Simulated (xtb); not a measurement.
xtb input:

```bash
xtb mol.xyz --gfnff --opt tight --chrg 0 --uhf 0
```
mol.xyz:
```
11

F     -1.32776254    -1.43068760     0.56671385
C     -1.27637960    -0.10972137     0.38968216
F     -2.40437371     0.28945426    -0.19938813
F     -1.17918079     0.48423149     1.58002091
C     -0.07230042     0.27710492    -0.51815730
F     -0.23972818    -0.32721610    -1.70964642
F     -0.09548239     1.61197352    -0.69271593
C      1.33415294    -0.11170581     0.02436358
F      2.25694302     0.27560155    -0.85720729
F      1.42640847    -1.43177798     0.19179218
F      1.57286083     0.49130237     1.18983854
```

Task: Predict the final energy.

Result: -1.31383 Eh (GFN-FF).
